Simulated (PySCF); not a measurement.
Simulation results for B₂ClFH, CH₇B₃, AlBH₃O

Calculation on a computer-drawn molecule: optimised geometry and harmonic frequencies of an isolated molecule of the commonest isotopes, restricted reference for singlets and unrestricted otherwise, frozen core in MP2. Program: PySCF 2.14.0.

(1) B₂ClFH

Start structure:
```xyz
5
B2ClFH
F     -0.5876    -0.5947     1.8524
B     -0.0630     0.1401     0.9406
B      0.5169     0.4991    -0.4973
Cl     1.1530     1.9183    -1.3003
H      0.5177    -0.5425    -1.1166
```

Here we set charge 1, multiplicity 1, method HF and basis cc-pV(D+d)Z.

The calculation gives: rotational constants 29.45, 2.311, 2.143 GHz; total energy -608.6568 hartree; convergence status largest gradient component 3.407e-05 hartree/bohr.

Drawn bonds:
```
atom  other atom  order
   1           2      1
   2           3      1
   3           4      1
   3           5      1
```

Optimised structure:
```xyz
5
B2ClFH
F     -0.5600    -0.2300     2.0289
B     -0.1045    -0.0123     0.9170
B      0.5557     0.3194    -0.6827
Cl     1.0238     1.9294    -0.9452
H      0.6221    -0.5862    -1.4392
```

Modes:
```
frequency (cm⁻¹)  reduced mass (dalton)
           125.9                  12.53
           320.1                  4.294
           438.9                  10.47
           641.9                  7.493
           794.2                  1.654
           945.5                  2.328
            1122                  1.712
            1754                  12.55
            2867                  1.096
```

(2) CH₇B₃

Start structure:
```xyz
11
CH7B3
B     -2.3355     0.5855    -0.2874
B     -2.2393     0.3202     1.2882
B     -1.1319    -0.6908     1.8769
C      0.3467    -0.3181     2.2913
H     -1.7243     1.4725    -0.7875
H     -3.0046    -0.0145    -1.0239
H     -2.9609     0.9104     2.0837
H     -1.4089    -1.8380     1.9994
H      0.5747    -0.5271     3.3012
H      1.0734    -0.7156     1.6355
H      0.5577     0.8152     2.2085
```

Here we set charge 0, multiplicity 1, method HF and basis cc-pVDZ.

It finds rotational constants 19.28, 3.401, 3.206 GHz; total energy -115.9391 hartree; convergence status largest gradient component 3.46e-05 hartree/bohr.

Drawn bonds:
```
atom  other atom  order
   1           2      1
   2           3      1
   3           4      1
   1           5      1
   1           6      1
   2           7      1
   3           8      1
   4           9      1
   4          10      1
   4          11      1
```

Optimised structure:
```xyz
11
CH7B3
B     -2.4339     0.6670    -0.3960
B     -2.1988     0.3211     1.2265
B     -1.0451    -0.7028     1.9079
C      0.4095    -0.2723     2.3621
H     -1.8767     1.5921    -0.9287
H     -3.1739     0.0106    -1.0820
H     -2.9528     0.8661     2.0033
H     -1.3459    -1.8631     2.0694
H      0.5914    -0.5824     3.3972
H      1.1363    -0.8283     1.7549
H      0.6370     0.7916     2.2712
```

Modes:
```
frequency (cm⁻¹)  reduced mass (dalton)
           58.44                  1.127
           122.7                  2.254
           196.2                  1.973
             215                  1.622
             396                  1.394
           521.3                   1.13
           640.9                  1.185
             669                  2.465
           733.7                  1.139
           797.2                  1.162
           896.4                  2.238
           956.5                  1.758
            1028                  1.855
            1057                  2.082
            1111                  1.607
            1239                   1.87
            1269                   1.39
            1425                   1.28
            1551                  1.068
            1567                  1.057
            2617                  1.085
            2632                  1.087
            2655                  1.063
            2715                   1.12
            3147                  1.042
            3207                  1.093
            3246                  1.101
```

(3) AlBH₃O

Start structure:
```xyz
6
AlBH3O
B      0.7173    -2.9387     0.9586
Al    -1.2907    -2.4936     1.0004
O     -1.7154    -0.8677     1.2113
H      1.8730    -3.2162     0.9329
H     -2.4004    -3.6068     0.8440
H     -2.5762    -0.4871     1.2547
```

Settings of this run: charge 0, multiplicity 2, method MP2 and basis cc-pV(D+d)Z.

It finds rotational constants 27.43, 6.21, 5.063 GHz; total energy -343.4958 hartree; spin squared 0.7591; convergence status largest gradient component 2.181e-05 hartree/bohr.

Drawn bonds:
```
atom  other atom  order
   1           2      1
   2           3      1
   1           4      1
   2           5      1
   3           6      1
```

Optimised structure:
```xyz
6
AlBH3O
B      0.7189    -2.9399     0.9587
Al    -1.2884    -2.4810     1.0023
O     -1.6926    -0.8243     1.2175
H      1.8776    -3.2362     0.9300
H     -2.3975    -3.5960     0.8454
H     -2.6104    -0.5328     1.2480
```

Modes:
```
frequency (cm⁻¹)  reduced mass (dalton)
           188.1                  3.591
           223.5                  1.285
           332.2                  1.066
           477.5                  1.265
           560.6                  1.116
           632.5                  2.185
           691.4                  2.172
           714.2                  1.365
           866.8                  4.084
            1965                  1.043
            2770                  1.101
            3932                  1.067
```
